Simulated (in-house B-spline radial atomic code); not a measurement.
## The indium ion In⁵⁺: [Kr] (4d3/2)4 (4d5/2)4 (an excited or competing configuration)

Level of theory: Dirac-Hartree-Fock, average of the jj configuration, Fermi nucleus of rms radius 4.6156 fm; calculated with a B-spline radial code for spherical atoms.

Effective charges: Z_r = [3n² - l(l+1)]/(2<r>) from the radius, Z_e = n√(-2ε) from the energy, and Slater's rules. Values are occupation-weighted means over j. An effective charge above Z reflects the relativistic contraction of the inner shells.

| shell | electrons | ε (eV) | <r> (bohr) | Z_r | Z_e | Slater |
| --- | --- | --- | --- | --- | --- | --- |
| 1s | 2 | -28174 | 0.02971 | 50.50 | 45.51 | 48.70 |
| 2s | 2 | -4368.5 | 0.1279 | 46.90 | 35.84 | 44.85 |
| 2p | 6 | -3925.1 | 0.112 | 44.63 | 33.97 | 44.85 |
| 3s | 2 | -924.8 | 0.3464 | 38.98 | 24.73 | 37.75 |
| 3p | 6 | -775.41 | 0.3451 | 36.22 | 22.65 | 37.75 |
| 3d | 10 | -542.07 | 0.3233 | 32.48 | 18.94 | 27.85 |
| 4s | 2 | -211.52 | 0.8431 | 28.47 | 15.77 | 21.25 |
| 4p | 6 | -163.61 | 0.9061 | 25.38 | 13.87 | 21.25 |
| 4d | 8 | -93.166 | 1.071 | 19.61 | 10.47 | 10.55 |

The least bound orbital is 4d5/2 at -92.48 eV, and it is also the most diffuse (<r> = 1.077 bohr).

For the 1s electron the small component carries 3.23 % of the norm, the zero-frequency Breit interaction raises the level by 63.48 eV, self-energy by 35.79 eV, and vacuum polarisation lowers it by 4.637 eV.

The density falls to 0.001 bohr⁻³ at 2.652 bohr; Σ<r²> = 20.334 bohr² gives, by the non-relativistic formula and without the paramagnetism of open shells, a Langevin diamagnetic susceptibility of -16.1×10⁻⁶ cm³/mol.
